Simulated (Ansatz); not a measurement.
Molecule: CH2BCl2, net charge 0, doublet state. It need not be the lowest isomer of its formula. SMILES: [CH2]B(Cl)Cl
Structure (B3LYP-D3(BJ)/def2-TZVP (Ansatz, an electronic-structure program) minimum search):
```
B
C 1 1.5136
H 2 1.0833 1 122.06
H 2 1.0833 3 115.89 1 180.00
Cl 1 1.7625 2 120.62 3 0.00
Cl 1 1.7625 2 120.62 3 180.00
```
Charge 0, spin multiplicity 2.

Atomisation energy built up term by term with Ansatz (kcal/mol; UHF references for open shells; valence terms freeze the core; atomic spin-orbit terms are left out). CBS(X,Y): correlation extrapolated as X^-3; Hartree-Fock from the larger set.

```csv
term,basis,kcal/mol
Hartree-Fock,aug-cc-pV(Q+d)Z,404.10
CCSD correlation,"CBS(aug-cc-pV(T+d)Z,aug-cc-pV(Q+d)Z)",103.32
(T),"CBS(aug-cc-pV(T+d)Z,aug-cc-pV(Q+d)Z)",9.64
core correlation,cc-pwCVTZ,2.61
scalar relativity (X2C),cc-pVTZ-DK against cc-pVTZ,-0.68
sum: De,,519.0
```

(T) makes 1.9 % of the CCSD(T) atomisation energy; under 5 % is typical of single-reference molecules.
